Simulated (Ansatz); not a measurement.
Reactions of Ge2H12Si3, SMILES `[SiH3][SiH2][GeH2][SiH2][GeH3]`.

Calculated with Ansatz (gas phase, PBE0-D4/def2-TZVP geometries, no zero-point term in ΔE). CCSD(T)/CBS adds triple-zeta CCSD(T) − MP2 to the extrapolated MP2 energy (def2 sets, frozen cores). This one scheme is used for every species. For Ge outer-core shells are correlated without core-valence functions, which leaves a few kJ/mol of doubt a bond. Scalar relativity is left out up to krypton. One conformer a species, not always the lowest.

(1) Order these by ΔE at CCSD(T)/CBS, lowest first. (An estimate is asked.)
A. `[SiH3][SiH2][GeH2][SiH2][GeH3]` + `O[SiH2]O` → `[GeH3][SiH2][GeH3]` + `O[SiH2]O[SiH2][SiH3]`
B. `[SiH3][SiH2][GeH2][SiH2][GeH3]` + SiH₄ → 2 `[SiH3][SiH2][GeH3]`
C. `[SiH3][SiH2][GeH2][SiH2][GeH3]` + `F[SiH2][SiH3]` → `F[SiH2][GeH3]` + `[SiH3][SiH2][GeH2][SiH2][SiH3]`
D. `[SiH3][SiH2][GeH2][SiH2][GeH3]` + H₂O → `O[SiH2][SiH3]` + `[GeH3][SiH2][GeH3]`
E. `[SiH3][SiH2][GeH2][SiH2][GeH3]` + `[F][GeH]([AlH2])[SiH3]` → `[SiH3][SiH2][SiH2][GeH2][SiH2][GeH3]` + `[F][GeH2][AlH2]`

Largest T1 diagnostic: 0.013, for `[SiH3][SiH2][GeH2][SiH2][SiH3]`.

Results:

(1) A (-0.64 eV), D (-0.40 eV), C (0.00 eV), E (+0.10 eV), B (+0.27 eV).
